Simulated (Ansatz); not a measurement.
Cost and result up the ladder for Ta₃S₈ (11 atoms). The state is a doublet with charge 0. Geometry: PBE-D4/def2-SVP.

Cartesian coordinates in Å:
```
Ta -0.4535 1.0937 1.0914
Ta 0.7822 -1.7363 0.7110
Ta -0.0336 0.5795 -1.9474
S -1.5015 -1.3130 1.1642
S 0.6983 2.3740 -0.6111
S 1.5145 0.0565 2.0484
S -1.2986 2.4631 2.5441
S 1.2314 -1.4413 -1.6334
S 1.4357 -3.6618 1.4992
S -0.2610 1.1602 -4.0370
S -2.1140 0.4254 -0.8295
```

Ansatz on 4 threads of Arm Neoverse V2 on a shared host. Times are rough, and most runs start from the orbitals of an earlier one. PBE0-D4/def2-SVP serves as the yardstick here, not as an exact answer. Binding counts from free atoms at the same level (Ta quartet, S triplet; other spins of the atoms weren't run), without zero-point energy or a counterpoise term.

In the def2 sets Ta takes a core potential; there is no spin–orbit coupling. Correlated methods freeze 40 core orbitals; core or outer-core shells of Ta are correlated, in sets that lack core-valence functions.

Correlated methods converge slowly with the basis, most of all in double-zeta sets.

| level | functions | wall time | binding energy per atom (eV) | difference from PBE0-D4/def2-SVP (eV) |
| --- | --- | --- | --- | --- |
| BLYP-D4/def2-SVP | 240 | 18 s | 4.68 | 0.03 |
| PBE-D4/def2-SVP (with forces) | 240 | 20 s | 4.95 | 0.30 |
| PBE0-D4/def2-SVP | 240 | 30 s | 4.65 | 0.00 |
| MP2/def2-SVP | 240 | 34 s | 4.74 | 0.09 |
| RPA@PBE/def2-SVP | 240 | 38 s | 4.17 | -0.48 |
| r2SCAN-D4/def2-SVP | 240 | 51 s | 4.77 | 0.12 |
| B97M-V/def2-SVP | 240 | 78 s | 4.74 | 0.09 |
